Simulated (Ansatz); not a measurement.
Ansatz (a program for electronic structure) input (B3LYP-D3(BJ)/def2-TZVP):

Ansatz 0.2 input:
```yaml
crystal:
  periodic: [false, false, false]
  atoms:
    - {symbol: Si, position_ang: [1.00765232, -0.00777317, 0.01903924]}
    - {symbol: S, position_ang: [-1.03759469, -0.02816589, 0.02337477]}
basis:
  gaussian:
    orbitals: def2-TZVP
hamiltonian:
  xc: b3lyp
  dispersion: d3bj
total_charge: 1
magnetization: {spin_polarized: true, initial_magnetization: 1}
relax: {f_tol: 0.002, max_steps: 150}
```

Output:

```
Functional definition: B3LYP
integrals: 0.01 GiB planned
532 factors; their error is unknown
mean field: 0.21 GiB planned
mean field evaluation 1: about -18694.9205 eV, gradient 3.6e1 eV
mean field evaluation 2: about -18609.0054 eV, gradient 9.8e1 eV
mean field evaluation 4: about -18703.2557 eV, gradient 1.1e1 eV
mean field evaluation 8: about -18704.0288 eV, gradient 9.6e-2 eV
mean field evaluation 16: about -18704.0739 eV, gradient 6.1e-4 eV
mean field evaluation 32: about -18704.3611 eV, gradient 1.3e-1 eV
mean field evaluation 64: about -18704.0939 eV, gradient 4.0e0 eV
mean field -18704.36195758 eV, -687.3726236692 hartree, gradient 3.2e-6 eV, S^2 0.754443; 5 other end points of the search recorded, 0 dependent functions left out
the calculation of the forces begins
reference -18704.36214276 eV, -687.3726304746 hartree; 15, 14 occupied and 59, 60 virtual orbitals, 532 factors
relax step   1: F+E_penalty+E_count = -18704.44944303 eV  Δ(F+E_penalty+E_count) = +0.000e0 eV  max|allowed force component| = 7.540e-1 eV/Å  Δτ_max = 0.0000 Å  (197 SCF iters, accepted)
these checks for a lower state are left out or cut short: starts, cluster_reference, orbital_swaps, neighbouring_geometries, increment
integrals: 0.01 GiB planned
532 factors; their error is unknown
mean field: 0.21 GiB planned
mean field -18704.37558491 eV, -687.3731244642 hartree, gradient 9.5e-6 eV, S^2 0.754765; 0 other end points of the search recorded, 0 dependent functions left out
the calculation of the forces begins
reference -18704.37577078 eV, -687.3731312948 hartree; 15, 14 occupied and 59, 60 virtual orbitals, 532 factors
relax step   2: F+E_penalty+E_count = -18704.46295640 eV  Δ(F+E_penalty+E_count) = -1.351e-2 eV  max|allowed force component| = 8.235e-2 eV/Å  Δτ_max = 0.0209 Å  (52 SCF iters, accepted)
these checks for a lower state are left out or cut short: starts, cluster_reference, orbital_swaps, neighbouring_geometries, increment
integrals: 0.01 GiB planned
532 factors; their error is unknown
mean field: 0.21 GiB planned
mean field -18704.37575586 eV, -687.3731307467 hartree, gradient 1.0e-5 eV, S^2 0.754732; 0 other end points of the search recorded, 0 dependent functions left out
the calculation of the forces begins
reference -18704.37594167 eV, -687.3731375750 hartree; 15, 14 occupied and 59, 60 virtual orbitals, 532 factors
relax step   3: F+E_penalty+E_count = -18704.46313864 eV  Δ(F+E_penalty+E_count) = -1.822e-4 eV  max|allowed force component| = 9.581e-3 eV/Å  Δτ_max = 0.0020 Å  (49 SCF iters, accepted)
these checks for a lower state are left out or cut short: starts, cluster_reference, orbital_swaps, neighbouring_geometries, increment
integrals: 0.01 GiB planned
532 factors; their error is unknown
mean field: 0.21 GiB planned
mean field -18704.37575685 eV, -687.3731307831 hartree, gradient 7.3e-6 eV, S^2 0.754727; 0 other end points of the search recorded, 0 dependent functions left out
the calculation of the forces begins
reference -18704.37594265 eV, -687.3731376110 hartree; 15, 14 occupied and 59, 60 virtual orbitals, 532 factors
relax step   4: F+E_penalty+E_count = -18704.46314111 eV  Δ(F+E_penalty+E_count) = -2.471e-6 eV  max|allowed force component| = 1.119e-4 eV/Å  Δτ_max = 0.0003 Å  (44 SCF iters, accepted)
integrals: 0.01 GiB planned
532 factors; their error is unknown
mean field: 0.21 GiB planned
mean field evaluation 96: about -18704.3302 eV, gradient 5.9e-2 eV
mean field evaluation 128: about -18704.1762 eV, gradient 1.4e0 eV
mean field -18704.37575685 eV, -687.3731307831 hartree, gradient 7.3e-6 eV, S^2 0.754727; 6 other end points of the search recorded, 0 dependent functions left out
the calculation of the forces begins
reference -18704.37594265 eV, -687.3731376110 hartree; 15, 14 occupied and 59, 60 virtual orbitals, 532 factors
Total energy: -18704.46332691 eV, -687.3763489233 hartree
Atom 0 at     1.026317    -0.007587     0.019000 Å, force     0.000112     0.000001    -0.000000 eV/Å
Atom 1 at    -1.056260    -0.028352     0.023414 Å, force    -0.000112    -0.000001     0.000000 eV/Å
Dipole moment:     0.518405     0.005169    -0.001099 e Å
```
